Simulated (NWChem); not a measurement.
System: WNH3SO2; SMILES [NH2][W](=[O])([OH])=[S]

Parts of the log:

```
             Northwest Computational Chemistry Package (NWChem) 7.3.0
             --------------------------------------------------------

 C1  symmetry detected

                             Geometry "geometry" -> ""
                             -------------------------

 Output coordinates in angstroms (scale by  1.889725989 to convert to a.u.)

  No.       Tag          Charge          X              Y              Z
 ---- ---------------- ---------- -------------- -------------- --------------
    1 W                   74.0000     0.00944767     0.15179717     0.03410906
    2 O                    8.0000     0.00502591     0.67493692     1.65181122
    3 S                   16.0000     0.04122102    -1.99370285    -0.05275204
    4 O                    8.0000     1.49971455     0.86707658    -0.87236886
    5 H                    1.0000     2.32648107     1.20483734    -0.51297746
    6 N                    7.0000    -1.62941387     0.76130499    -0.78356122
    7 H                    1.0000    -2.16988245     1.54359169    -0.42234457
    8 H                    1.0000    -2.14728916     0.25258308    -1.49532603

 Effective nuclear repulsion energy (a.u.)     945.5923735258

 Summary of "ao basis" -> "ao basis" (spherical)
 ------------------------------------------------------------------------------
       Tag                 Description            Shells   Functions and Types
 ---------------- ------------------------------  ------  ---------------------
 W                          def2-svp                12       32   6s3p2d1f
 O                          def2-svp                 6       14   3s2p1d
 S                          def2-svp                 8       18   4s3p1d
 H                          def2-svp                 3        5   2s1p
 N                          def2-svp                 6       14   3s2p1d

            General Information
            -------------------
          SCF calculation type: DFT
          Wavefunction type:  closed shell.
          No. of atoms     :     8
          No. of electrons :    56
           Alpha electrons :    28
            Beta electrons :    28
          Charge           :     0
          Spin multiplicity:     1
          Use of symmetry is: off; symmetry adaption is: off
          Maximum number of iterations: 150
          AO basis - number of functions:   107
                     number of shells:    47
          Convergence on energy requested:  1.00D-06
          Convergence on density requested:  1.00D-05
          Convergence on gradient requested:  5.00D-04

              XC Information
              --------------
          PerdewBurkeErnzerhof Exchange Functional  1.000
            Perdew 1991 LDA Correlation Functional  1.000 local
           PerdewBurkeErnz. Correlation Functional  1.000 non-local

             Grid Information
             ----------------
          Grid used for XC integration:  medium
          Radial quadrature: Mura-Knowles
          Angular quadrature: Lebedev.
          Tag              B.-S. Rad. Rad. Pts. Rad. Cut. Ang. Pts.
          ---              ---------- --------- --------- ---------
          W                   1.35      123           9.0       590
          O                   0.60       49          10.0       434
          S                   1.00       88          11.0       590
          H                   0.35       45          12.0       434
          N                   0.65       49          11.0       434
          Grid pruning is: on
          Number of quadrature shells:   493
          Spatial weights used:  Erf1

      Superposition of Atomic Density Guess
      -------------------------------------

 Sum of atomic energies:        -675.64826129

      Non-variational initial energy
      ------------------------------

 Total energy =    -669.399889
 1-e energy   =   -1486.526848
 2-e energy   =     543.653571
 HOMO         =      -0.337941
 LUMO         =      -0.012417

     ---------------------------------------------
      Total Density - Mulliken Population Analysis
     ---------------------------------------------

    Atom       Charge   Shell Charges
 -----------   ------   -------------------------------------------------------
    1 W   14    11.29   0.04 -0.35  1.80  0.54  0.41  0.06  5.49  0.58  0.17  1.99  0.42  0.14
    2 O    8     9.04   1.99  1.16  0.74  3.17  1.98  0.01
    3 S   16    16.91   2.00  1.99  1.24  0.69  5.94  1.95  3.08  0.02
    4 O    8     8.83   1.99  1.10  0.66  3.10  1.97  0.00
    5 H    1     0.64   0.52  0.06  0.06
    6 N    7     7.83   1.99  1.03  0.50  2.58  1.73  0.01
    7 H    1     0.73   0.58  0.11  0.04
    8 H    1     0.73   0.58  0.11  0.04

   convergence    iter        energy       DeltaE   RMS-Dens  Diis-err
 ---------------- ----- ----------------- --------- --------- ---------
 d= 0,ls=0.0,diis     1   -671.3704257145 -9.45D+02  5.89D-02  3.77D+00
 d= 0,ls=0.0,diis     2   -662.1884952423  9.18D+00  5.18D-02  5.98D+01
 d= 0,ls=0.0,diis     3   -671.3368335567 -9.15D+00  1.43D-02  4.77D+00
 d= 0,ls=0.0,diis     4   -671.7940169434 -4.57D-01  5.76D-03  5.81D-01
 d= 0,ls=0.0,diis     5   -671.8149058168 -2.09D-02  4.72D-03  2.85D-01
  Resetting Diis
 d= 0,ls=0.0,diis     6   -671.8512829308 -3.64D-02  1.68D-03  3.14D-02
 d= 0,ls=0.0,diis     7   -671.8540763837 -2.79D-03  2.97D-03  1.42D-02
 d= 0,ls=0.0,diis     8   -671.8366803394  1.74D-02  2.53D-03  1.48D-01
 d= 0,ls=0.0,diis     9   -671.8552457001 -1.86D-02  4.36D-04  3.79D-03
 d= 0,ls=0.0,diis    10   -671.8558109447 -5.65D-04  4.91D-05  3.29D-05
 d= 0,ls=0.0,diis    11   -671.8558113558 -4.11D-07  3.19D-05  2.81D-05
 d= 0,ls=0.0,diis    12   -671.8558134429 -2.09D-06  1.66D-05  7.05D-06
 d= 0,ls=0.0,diis    13   -671.8558141687 -7.26D-07  4.48D-06  8.02D-07

         Total DFT energy =     -671.855814168667
      One electron energy =    -1491.169054614711
           Coulomb energy =      603.955947522825
    Exchange-Corr. energy =      -58.116094814049
 Nuclear repulsion energy =      273.473387737268

 Numeric. integr. density =       56.000001191882

                       DFT Final Molecular Orbital Analysis
                       ------------------------------------

 Vector   26  Occ=2.000000D+00  E=-2.616247D-01
              MO Center= -5.5D-01, -2.7D-01, -2.5D-01, r^2= 4.3D+00
   Bfn.  Coefficient  Atom+Function         Bfn.  Coefficient  Atom+Function
  ----- ------------  ---------------      ----- ------------  ---------------
    58      0.336888  3 S  py                89     -0.262900  6 N  pz
    55      0.239629  3 S  py                92      0.210963  6 N  pz
    88      0.204302  6 N  py                37     -0.194333  2 O  py
    70     -0.179457  4 O  pz                87      0.179070  6 N  px
    91     -0.174626  6 N  py                 8      0.163017  1 W  py

 Vector   27  Occ=2.000000D+00  E=-2.356766D-01
              MO Center= -5.5D-02, -9.7D-01, -1.9D-01, r^2= 3.6D+00
   Bfn.  Coefficient  Atom+Function         Bfn.  Coefficient  Atom+Function
  ----- ------------  ---------------      ----- ------------  ---------------
    57      0.469567  3 S  px                54      0.354767  3 S  px
    16     -0.235047  1 W  d -2              51      0.202830  3 S  px
    69      0.179761  4 O  py                87      0.156017  6 N  px
    90     -0.149838  6 N  px                88      0.140976  6 N  py
    72      0.139956  4 O  py                89     -0.119397  6 N  pz

 Vector   28  Occ=2.000000D+00  E=-2.209278D-01
              MO Center=  3.7D-02, -1.4D+00,  1.7D-01, r^2= 2.9D+00
   Bfn.  Coefficient  Atom+Function         Bfn.  Coefficient  Atom+Function
  ----- ------------  ---------------      ----- ------------  ---------------
    59      0.529341  3 S  pz                56      0.392207  3 S  pz
    53      0.224147  3 S  pz                38     -0.198586  2 O  pz
    37      0.187117  2 O  py                41     -0.155496  2 O  pz
    40      0.136305  2 O  py                17     -0.132780  1 W  d -1
     9     -0.112275  1 W  pz                58     -0.102134  3 S  py

 Vector   29  Occ=0.000000D+00  E=-9.753722D-02
              MO Center= -9.0D-02, -2.2D-01,  8.8D-02, r^2= 3.0D+00
   Bfn.  Coefficient  Atom+Function         Bfn.  Coefficient  Atom+Function
  ----- ------------  ---------------      ----- ------------  ---------------
    16      0.660674  1 W  d -2              19     -0.388509  1 W  d  1
    57      0.376535  3 S  px                36     -0.256482  2 O  px
    39     -0.222248  2 O  px                54      0.211672  3 S  px
    99      0.186459  7 H  s                104     -0.176523  8 H  s
    21      0.164824  1 W  d -2              17      0.136351  1 W  d -1

 Vector   30  Occ=0.000000D+00  E=-8.132354D-02
              MO Center= -1.9D-02,  6.8D-02, -5.1D-02, r^2= 2.7D+00
   Bfn.  Coefficient  Atom+Function         Bfn.  Coefficient  Atom+Function
  ----- ------------  ---------------      ----- ------------  ---------------
    17      0.624778  1 W  d -1              20      0.377228  1 W  d  2
    18     -0.362541  1 W  d  0              59      0.256645  3 S  pz
    37     -0.209250  2 O  py                40     -0.185802  2 O  py
    69      0.166223  4 O  py                89      0.166786  6 N  pz
    92     -0.166496  6 N  pz                91      0.163316  6 N  py

 Vector   31  Occ=0.000000D+00  E=-4.303731D-02
              MO Center=  3.4D-01,  1.5D-01, -7.7D-02, r^2= 4.1D+00
   Bfn.  Coefficient  Atom+Function         Bfn.  Coefficient  Atom+Function
  ----- ------------  ---------------      ----- ------------  ---------------
    20      0.497899  1 W  d  2               6      0.483978  1 W  s
    67     -0.462973  4 O  s                 58      0.405344  3 S  py
    19      0.386837  1 W  d  1              50      0.315107  3 S  s
     5     -0.308428  1 W  s                 80      0.286302  5 H  s
    18      0.271160  1 W  d  0              25      0.225022  1 W  d  2

     ---------------------------------------------
      Total Density - Mulliken Population Analysis
     ---------------------------------------------

    Atom       Charge   Shell Charges
 -----------   ------   -------------------------------------------------------
    1 W   14    13.24   0.04 -0.37  1.90  0.46  0.47 -0.01  5.59  0.53  0.29  3.53  0.63  0.17
    2 O    8     8.28   1.99  1.13  0.77  2.76  1.62  0.01
    3 S   16    16.27   2.00  1.98  1.27  0.68  5.92  1.80  2.58  0.03
    4 O    8     8.37   1.99  1.07  0.68  2.87  1.74  0.01
    5 H    1     0.78   0.67  0.04  0.07
    6 N    7     7.40   1.99  0.98  0.50  2.44  1.48  0.01
    7 H    1     0.84   0.70  0.09  0.04
    8 H    1     0.83   0.70  0.09  0.04

     -------------------------------------------
      Total Density - Lowdin Population Analysis
     -------------------------------------------

    Atom       Charge   Shell Charges
 -----------   ------   -------------------------------------------------------
    1 W   14    14.14   0.00  0.04  1.10  0.79  0.38  0.16  4.95  1.28  0.53  3.24  1.36  0.30
    2 O    8     8.10   1.98  0.98  0.70  2.63  1.81  0.02
    3 S   16    15.88   2.00  1.96  0.99  0.69  5.81  1.90  2.49  0.04
    4 O    8     8.10   1.97  0.88  0.60  2.71  1.93  0.01
    5 H    1     0.88   0.54  0.16  0.18
    6 N    7     7.10   1.97  0.72  0.45  2.24  1.70  0.02
    7 H    1     0.90   0.58  0.19  0.13
    8 H    1     0.90   0.58  0.19  0.13

     Multipole analysis of the density
     ---------------------------------

     L   x y z        total         alpha         beta         nuclear
     -   - - -        -----         -----         ----         -------
     0   0 0 0     -0.000000    -28.000000    -28.000000     56.000000

     1   1 0 0     -0.284319      0.393446      0.393446     -1.071211
     1   0 1 0      1.204106      9.207705      9.207705    -17.211303
     1   0 0 1     -0.751965      1.557721      1.557721     -3.867407

     2   2 0 0    -31.959269   -107.646124   -107.646124    183.332978
     2   1 1 0      0.156030      1.215188      1.215188     -2.274346
     2   1 0 1      2.672300     -1.236484     -1.236484      5.145269
     2   0 2 0    -41.696394   -166.430324   -166.430324    291.164253
     2   0 1 1     -0.435625      1.925682      1.925682     -4.286990
     2   0 0 2    -43.559350    -84.187903    -84.187903    124.816455
```

Level: PBE/def2-SVP with def2 effective core potentials on W. All runs use the structure optimised with PBE0/def2-SVP. No frequency run checked for a minimum. def2 effective core potentials on W; no spin-orbit coupling.

Problem. Write an input that gives this output.

Solution. This is not unique; one that fits is the input that was run:
```
start job
memory heap 200 mb stack 900 mb global 1100 mb
geometry units angstroms noautoz
  W     -0.001130     0.133821    -0.060459
  O     -0.035336     0.767264     1.516955
  S      0.035718    -2.012461     0.001513
  O      1.503929     0.789162    -0.987577
  H      2.323581     1.153278    -0.637752
  N     -1.626109     0.680776    -0.947158
  H     -2.174235     1.484555    -0.650420
  H     -2.130338     0.122693    -1.631189
end
basis spherical
  * library def2-svp
end
ecp
  W library def2-ecp
end
dft
  xc xpbe96 cpbe96
  iterations 150
  mulliken
end
task dft energy
```
